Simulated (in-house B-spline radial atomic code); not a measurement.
Computed with a B-spline radial atomic code. Model: two electrons, singlet ground state, non-relativistic, full CI in B-splines with partial waves to l = 8 (at full coupling up to 3e-4 hartree above the limit, correlation up to 0.6 % small), density held at that of full coupling by Lieb maximisation.

W(λ) is the mean repulsion in the state of coupling λ less the Hartree energy of the fixed density. Its start is exact exchange, its initial slope is twice the second-order Görling-Levy correlation energy, and its area from 0 to 1 is E_xc. A straight curve means weak, dynamic correlation, and a curve that drops fast and flattens means strong correlation.

Command:
```bash
python run_ac.py task.json out
```
Settings (lengths in bohr, energies in hartree):
```
potential              coulomb
strength               1.55
lmax                   8
```

Cost of the run: 43 s on 1 thread of Intel(R) Xeon(R) Processor @ 2.30GHz, with other jobs on the host.

**W = mean repulsion less Hartree energy, and W of three functionals.**

Given: confinement point charge; nuclear charge 1.55; external potential -Z/r.

Computed: LDA exchange minus exact 100.24 millihartree; PBE exchange minus exact 4.3952 millihartree.

```tsv
coupling	W xc (hartree)	W xc minus exchange (millihartree)	kinetic minus Kohn-Sham (millihartree)	LDA (PW92) W minus its exchange (millihartree)	PBE W minus its exchange (millihartree)	SCAN W minus its exchange (millihartree)
0	-0.74122	0	0	0	0	0
0.02	-0.74319	-1.971	0.02	-11.06	-1.7	-1.8
0.05	?	?	?	?	?	?
0.12	-0.75268	-11.463	0.68	-41.96	-10.31	-10.26
0.25	-0.76418	-22.966	2.8	-68.72	-21.19	-20.29
0.4	-0.7764	-35.181	6.75	-92.31	-33.04	-30.82
0.6	-0.79114	-49.92	14.1	-117.28	-47.59	-43.47
0.8	?	?	?	?	?	?
1	-0.81623	-75.012	33.99	-155.01	-72.87	-65.13
1.4	-0.83673	-95.512	58.46	-183.41	-94.04	-83.14
2	-0.8612	-119.99	99.75	-215.98	-120.12	-105.27
3	-0.89082	-149.6	172.86	-255.02	-153.31	-133.28
4.5	-0.92009	-178.88	280.96	-294.71	-188.65	-162.58
7	-0.94931	-208.09	445.51	-336.93	-227.45	-193.29
```

**Question.** What belongs in the row 0.05?

**Answer.** W xc (hartree): -0.7461; W xc minus exchange (millihartree): -4.881; kinetic minus Kohn-Sham (millihartree): 0.12; LDA (PW92) W minus its exchange (millihartree): -22.31; PBE W minus its exchange (millihartree): -4.28; SCAN W minus its exchange (millihartree): -4.42.

**Question.** What belongs in the row 0.8?

**Answer.** W xc (hartree): -0.80434; W xc minus exchange (millihartree): -63.125; kinetic minus Kohn-Sham (millihartree): 23.32; LDA (PW92) W minus its exchange (millihartree): -137.69; PBE W minus its exchange (millihartree): -60.81; SCAN W minus its exchange (millihartree): -54.83.

**Question.** What is the SCAN exchange minus exact?

**Answer.** -5.9451 millihartree.

**Energy parts, natural occupations and partial-wave weights.**

Computed: total energy -1.5866 hartree; exchange energy -0.74122 hartree; correlation energy -0.041018 hartree; kinetic part of the DFT correlation energy 0.033994 hartree; initial slope twice GL2 -0.099153 hartree; Hartree energy 1.4824 hartree; Lieb Oxford ratio E_xc over LDA exchange 1.2204.

```tsv
natural	occupation of the shell (electrons)
s	1.9707
s	0.01567
p	0.01237
d	0.00046148
p	?
s	0.00020742
```

**Question.** What belongs in the row p?

**Answer.** occupation of the shell (electrons): 0.00036044.

```csv
wave,weight
s,0.99332
p,0.0063814
d,?
f,3.3754e-05
g,7.5793e-06
```

**Question.** What belongs in the row d?

**Answer.** weight: 0.00025707.

**Question.** What is the kinetic part over minus potential part?

**Answer.** 0.45318.

**Question.** What is the Kohn-Sham kinetic?

**Answer.** 1.5524 hartree.

Half-way to full coupling W has made 57 % of its drop, against 50 % for a straight line, and second-order (GL2) theory, half the initial slope, overshoots the correlation energy by about 21 %: a moderate bend, as in light atoms. Over couplings 0 to 1 the errors in E_xc come to about +43 millihartree for LDA, +6.3 millihartree for PBE, -0.7 millihartree for SCAN, so SCAN is nearest. In LDA and SCAN the errors of exchange and correlation have opposite signs, so the sum is smaller than the larger of the two.
